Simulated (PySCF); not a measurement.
## Electronic structure of Al⁺ (aluminium, charge +1) at the wB97X-V level

Configuration: [Ne] 3d2, high-spin 3F determinant (an excited configuration). All numbers are calculated (PySCF 2.14, the non-relativistic Hamiltonian (point nucleus), in aug-cc-pwCVDZ).

* Total energy: -241.1827 hartree
* One-electron energy: -328.2094 hartree
* Hartree (Coulomb) energy: 105.1287 hartree
* Exchange-correlation energy: -18.1019 hartree
* Kinetic energy: 240.40733 hartree
* ⟨S²⟩: 2.0000
* ⟨L²⟩: 12.000
* Sum of ⟨r⟩: 12.82 bohr
* Sum of ⟨r²⟩: 38.45 bohr²
* Traceless quadrupole moment −½Σ⟨3z² − r²⟩ along its main axis: 0.0550 e·bohr²
* Density at the nucleus (Gaussians lack the cusp): 1360 bohr⁻³
* Spin density at the nucleus: -0.0394 bohr⁻³
* Langevin diamagnetic susceptibility: -30.5 ×10⁻⁶ cm³/mol

| shell | electrons | mean orbital energy (hartree) | spread (hartree) | rms radius, mean of both spins (bohr) |
| --- | --- | --- | --- | --- |
| 1s β | 1 | -56.79763 | 0 | 0.140 |
| 1s α | 1 | -56.79748 | 0 | 0.140 |
| 2s α | 1 | -4.92013 | 0 | 0.681 |
| 2s β | 1 | -4.91897 | 0 | 0.681 |
| 2p α | 3 | -3.46660 | 0 | 0.672 |
| 2p β | 3 | -3.46539 | 0 | 0.672 |
| 3d α | 2 | -0.29985 | 0.00010 | 4.17 |

The outer electron is Rydberg-like, and this basis confines it to a smaller radius and binds it less than a complete one would.
